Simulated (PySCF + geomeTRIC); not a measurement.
Species: H$_{3}$Al, SMILES `[AlH3]` (charge 0, multiplicity 1).

### Question
Give a relaxed geometry from PySCF + geomeTRIC with TPSSh-D3(BJ)/def2-TZVP.

### Answer
the end point of this relaxation (outside a Z-matrix the atoms follow the SMILES, hydrogens last).
Bonds (Å): Al1–H2 1.583, Al1–H3 1.583, Al1–H4 1.583. Angles (°): H2–Al1–H3 120.0, H2–Al1–H4 120.0, H3–Al1–H4 120.0.
